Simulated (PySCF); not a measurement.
HClO, charge +1, doublet, at a GFN2-xTB geometry (a state made from the parent by changing its charge; the spin is typed, not shown lowest). Base run: R2SCAN/def2-SVP (PySCF).

Geometry (Å):
```xyz
3

O     -0.0438     1.0215     0.0147
H     -0.9667     1.4020     0.0050
Cl     0.0775    -0.5632    -0.0072
```
Charge +1, spin multiplicity 2.
Orbitals are unrestricted.
All else is at PySCF's defaults.

The base run was repeated with changes; each row names its change, and settings that it needs were set with it.

```csv
change,E (Eh),HOMO (eV),<S^2>
base,-535.27442,-16.41,0.753
functional = tpssh,-535.35848,-16.87,0.753
functional = bhandhlyp,-535.29548,-19.15,0.756
functional = m06l,-535.32952,-16.41,0.752
functional = pbe0,-535.11049,-17.67,0.753
"functional = lda,vwn",-533.32338,-16.03,0.751
functional = mn12l,-535.16709,-16.78,0.752
functional = blyp,-535.34355,-15.83,0.751
functional = scan,-535.34168,-16.40,0.754
functional = o3lyp,-535.32049,-16.74,0.753
functional = camb3lyp,-535.32796,-19.08,0.753
functional = hf,-534.26577,-21.37,0.769
functional = pw6b95,-535.77492,-17.78,0.753
```

Totals shift with the method and basis; they matter in differences.

Open shells are given as the SCF converged; they aren't shown to be the lowest states, and a large step between rows can be another state.
